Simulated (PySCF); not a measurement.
**SbCl₄⁺: breathing scan**

Computed with PySCF, B3LYP, basis Sb def2-SVP with ECP28, Cl def2-SVP (scalar-relativistic core potentials, no spin–orbit coupling, density fitting).

Rigid scan from the singlet minimum (Sb–Cl 2.296 Å (×4); Cl–Sb–Cl 109.5° (×6)). Coordinate: all bonds to the central atom scaled together. Energies in kJ/mol from the minimum.

Question: Predict the curve at 0.88, 0.92, 0.96, 1.00, 1.04, 1.08, 1.14, 1.22, 1.35.

Answer: 
```json
{"scale of all bonds to the centre": "0.88", "E (kJ/mol)": "399.1"}
{"scale of all bonds to the centre": "0.92", "E (kJ/mol)": "151.4"}
{"scale of all bonds to the centre": "0.96", "E (kJ/mol)": "32.5"}
{"scale of all bonds to the centre": "1.00", "E (kJ/mol)": "0.0"}
{"scale of all bonds to the centre": "1.04", "E (kJ/mol)": "23.8"}
{"scale of all bonds to the centre": "1.08", "E (kJ/mol)": "82.9"}
{"scale of all bonds to the centre": "1.14", "E (kJ/mol)": "207.6"}
{"scale of all bonds to the centre": "1.22", "E (kJ/mol)": "397.6"}
{"scale of all bonds to the centre": "1.35", "E (kJ/mol)": "691.1"}
```

At long bonds a restricted determinant can lie too high, and another spin state can fall below this curve.
